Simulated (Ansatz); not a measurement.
A calculation with Ansatz (development build ahead of 0.2.0).

```yaml
crystal:
  periodic: [false, false, false]
  atoms:
    - { symbol: C, position_ang: [0.0, 0.0, -1.95941] }
    - { symbol: I, position_ang: [0.0, 0.0, 0.35336] }
    - { symbol: H, position_ang: [0.0, -1.12534, -2.32387] }
    - { symbol: H, position_ang: [-0.97458, 0.56267, -2.32387] }
    - { symbol: H, position_ang: [0.97458, 0.56267, -2.32387] }
basis:
  gaussian: { orbitals: def2-TZVP }
hamiltonian:
  xc: hf
```

The input is written out in the form of the current development build from the run's settings. The basis set brings a core potential for I, so the total leaves out those core electrons.

Results

```json
{"Converged": "yes", "Total energy": "-336.26135 hartree", "Spin squared of the determinant": "0.000"}
```
